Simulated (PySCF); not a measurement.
Compound: C₂H₇BF₂Si.
Cartesian coordinates in Å at the PBE0-D3(BJ)/def2-SVP level; atoms count from 1:
```
atom  x, y, z in Å
F1    -1.5558    1.7568   -0.4565
B2    -1.6292    0.8047    0.4575
F3    -2.3416    1.0823    1.5352
C4    -0.9642   -0.5937    0.2482
C5     0.2208   -0.6204   -0.7210
Si6    1.7656    0.2205   -0.0339
H7    -0.7061   -1.0221    1.2315
H8    -1.7858   -1.2375   -0.1262
H9    -0.0443   -0.1192   -1.6671
H10    0.4906   -1.6559   -0.9876
H11    2.8642    0.2384   -1.0468
H12    2.2428   -0.5012    1.1873
H13    1.4443    1.6285    0.3611
```

Computed, not measured: PySCF 2.14.0, PBE0-D3(BJ)/def2-SVP geometry optimisation, gas phase.

Masses are those of the commonest isotopes; rigid-rotor values at the optimised geometry. The values belong to one conformer with, in the numbering `[F:1][B:2]([F:3])[CH2:4][CH2:5][SiH3:6]`, F1–B2–C4–C5 25°, B2–C4–C5–Si6 71°.

Task: What are A, B and C (GHz)?

Result: Ia = 105.05, Ib = 362.46, Ic = 376.97 u·Å²; 505379 MHz·u·Å²/I gives 4811, 1394 and 1341 MHz, that is A = 4.8110, B = 1.3943, C = 1.3406 GHz.

Task: What kind of rotor is it?

Result: A near-prolate asymmetric top. Ray's parameter κ = (2B − A − C)/(A − C) = -0.969; −1 is the prolate and +1 the oblate limit.

Task: What does the inertial defect say?

Result: Not planar: Δ = Ic − Ia − Ib = -90.53 u·Å². For a rigid frame Δ = −2 Σ m c², so Σ m c² = 45.27 u·Å² lies off the ab plane: 9.63 from hydrogen and 35.64 from heavier atoms. The atom farthest from that plane is 1.70 Å away.

Task: Give the other two planar moments, Paa and Pbb, and the rms extents of the mass along the axes.

Result: Paa = Σ m a² = (Ib + Ic − Ia)/2 = 317.19 and Pbb = Σ m b² = (Ia + Ic − Ib)/2 = 59.78 u·Å². With the mass M = 108.04 u, the rms extents √(P/M) along a, b and c are 1.71, 0.74, 0.65 Å.

Task: List the rotational levels J(Ka,Kc) to J = 4 (cm⁻¹).

Result: Above 0(0,0):
J = 1: 1(0,1) 0.0912, 1(1,1) 0.2052, 1(1,0) 0.2070
J = 2: 2(0,2) 0.2737, 2(1,2) 0.3859, 2(1,1) 0.3912, 2(2,1) 0.7331, 2(2,0) 0.7332
J = 3: 3(0,3) 0.5473, 3(1,3) 0.6568, 3(1,2) 0.6676, 3(2,2) 1.0068, 3(2,1) 1.0069, 3(3,1) 1.5811, 3(3,0) 1.5811
J = 4: 4(0,4) 0.9120, 4(1,4) 1.0181, 4(1,3) 1.0360, 4(2,3) 1.3717, 4(2,2) 1.3720, 4(3,2) 1.9461, 4(3,1) 1.9461, 4(4,1) 2.7501, 4(4,0) 2.7501
The levels of one J sum to (2J + 1)J(J + 1)(A + B + C)/3.

Task: Which lines would a microwave search look for?

Result: The dipole components are |μa| = 0.75 D, |μb| = 1.36 D, |μc| = 0.90 D. Intensities carry the squares of the components, which stand as 0.30 : 1.00 : 0.44 (a : b : c). Some lines, for components of 0.1 D or more:

```csv
type,branch,"J(Ka,Kc)",MHz,lower level (cm⁻¹)
a,R,"1(0,1) ← 0(0,0)",2735,0.000
c,Q,"1(1,1) ← 1(0,1)",3417,0.091
b,Q,"1(1,0) ← 1(0,1)",3470,0.091
b,Q,"2(1,1) ← 2(0,2)",3525,0.274
b,R,"3(0,3) ← 2(1,2)",4839,0.386
a,R,"2(1,2) ← 1(1,1)",5416,0.205
a,R,"2(0,2) ← 1(0,1)",5469,0.091
c,R,"1(1,0) ← 0(0,0)",6205,0.000
a,R,"3(1,3) ← 2(1,2)",8124,0.386
a,R,"3(2,2) ← 2(2,1)",8205,0.733
a,R,"3(1,2) ← 2(1,1)",8285,0.391
c,R,"2(1,1) ← 1(0,1)",8994,0.091
c,Q,"3(2,2) ← 3(1,2)",10170,0.668
c,Q,"2(2,1) ← 2(1,1)",10250,0.391
b,Q,"2(2,0) ← 2(1,1)",10251,0.391
c,R,"3(1,2) ← 2(0,2)",11810,0.274
c,R,"2(2,1) ← 1(1,1)",15827,0.205
b,R,"2(2,0) ← 1(1,1)",15828,0.205
c,Q,"3(3,1) ← 3(2,1)",17215,1.007
b,Q,"3(3,1) ← 3(2,2)",17218,1.007
b,R,"3(2,2) ← 2(1,1)",18455,0.391
b,R,"3(2,1) ← 2(1,2)",18619,0.386
b,R,"3(3,1) ← 2(2,0)",25422,0.733
c,R,"3(3,0) ← 2(2,0)",25422,0.733
c,R,"3(3,1) ← 2(2,1)",25423,0.733
b,R,"3(3,0) ← 2(2,1)",25423,0.733
```

No PBE0-D3(BJ)/def2-SVP frequencies stand behind this structure, so it isn't proved a minimum. Zero-point vibration and centrifugal distortion are left out. A rigid rotor knows nothing of internal rotation, which can split or shift real lines. Quadrupole hyperfine structure (11B) is left out.
